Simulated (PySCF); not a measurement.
A structure optimised at PBE-D3(BJ)/def2-SVP, used in a PySCF frequency run:

```
N
H 1 1.0344
Si 1 1.7430 2 119.13
Si 1 1.7479 2 107.72 3 170.06
H 3 1.5049 1 107.55 2 -169.83
H 4 1.5057 1 111.62 2 144.28
H 3 1.5075 5 109.48 1 -120.39
H 3 1.5116 5 107.82 7 -115.86
H 4 1.5147 6 107.23 1 -125.56
C 4 1.9088 6 112.36 9 -119.66
H 10 1.1115 4 106.07 6 -46.99
H 10 1.1186 11 106.29 4 -119.34
N 10 1.4712 11 108.40 12 -125.20
H 13 1.0279 10 111.07 11 54.25
H 13 1.0285 14 105.86 10 -119.61
```
Charge 0, spin multiplicity 1.

### Question
Write its SMILES and formula.

### Answer
NC[SiH2]N[SiH3], CH10N2Si2

### Question
What are its rotational constants (standard atomic weights)?

### Answer
6.2415, 1.3886, 1.2051 GHz
